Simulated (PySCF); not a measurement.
## Mn⁺: ionisation energy

Mn⁺ [Ar] 3d5 4s1 (7S) → Mn²⁺ [Ar] 3d5 (6S), as a difference of total energies. All numbers are calculated (PySCF 2.14, the non-relativistic Hamiltonian (point nucleus), in dyall-av2z (16s12p7d2f, 101 functions)). Correlated levels: valence: [Ar] frozen; virtual orbitals above 40 to 60 times the deepest correlated orbital energy dropped. The calculations carry no spin-orbit coupling.

| method | ionisation energy (eV) |
| --- | --- |
| UHF | 14.692 |
| MP2 (valence) | 15.084 |
| SCS-MP2 (valence) | 14.822 |
| CCSD (valence) | 15.112 |
| CCSD(T) (valence) | 15.126 |

Question: How much does correlation contribute at CCSD(T) (valence)?

Answer: 15.126 − (14.692) = 0.434 eV, measured against UHF.

These non-relativistic numbers lack the scalar-relativistic shift.

Errors of the correlated levels include the incompleteness of this basis and the frozen core.

For comparison: 15.640 eV (measured; NIST Atomic Spectra Database, ionization energies).
